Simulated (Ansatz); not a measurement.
Start from `[CH3][GeH]([OH])[BH]O` and change one atom or group to get `[BH2][GeH]([CH3])[OH]`.

Ansatz, PBE0-D4/def2-TZVP geometries, multiplicity 1. Each molecule was computed in one conformer, which needn't be the lowest.

Scalar relativity is left out up to krypton.

| property | `[CH3][GeH]([OH])[BH]O` |
| --- | --- |
| HOMO energy (PBE0/def2-TZVPP) / eV | -7.28 |
| HOMO–LUMO gap (ωB97M-V/def2-TZVPP) / eV | 10.23 |
| LUMO energy (PBE0/def2-TZVPP) / eV | -1.16 |
| LUMO energy (PBE/def2-TZVPP) / eV | -2.10 |
| HOMO energy (PBE/def2-TZVPP) / eV | -5.94 |
| LUMO energy (B3LYP/def2-TZVPP) / eV | -1.38 |

Q: What does the change do to each property? (Best estimate.)

A: Ansatz gave: 
```tsv
property	`[BH2][GeH]([CH3])[OH]`	shift
HOMO energy (PBE0/def2-TZVPP) / eV	-7.91	-0.63
HOMO–LUMO gap (ωB97M-V/def2-TZVPP) / eV	9.68	-0.55
LUMO energy (PBE0/def2-TZVPP) / eV	-2.39	-1.23
LUMO energy (PBE/def2-TZVPP) / eV	-3.39	-1.29
HOMO energy (PBE/def2-TZVPP) / eV	-6.43	-0.49
LUMO energy (B3LYP/def2-TZVPP) / eV	-2.61	-1.23
```

With PBE0 the HOMO falls by 0.63 eV and the LUMO falls by 1.23 eV, so the gap narrows by about 0.60 eV. PBE moves the HOMO by -0.49 eV and ωB97M-V by -0.67 eV.

B3LYP here is the variant with VWN-RPA as its local correlation; programs differ in this.
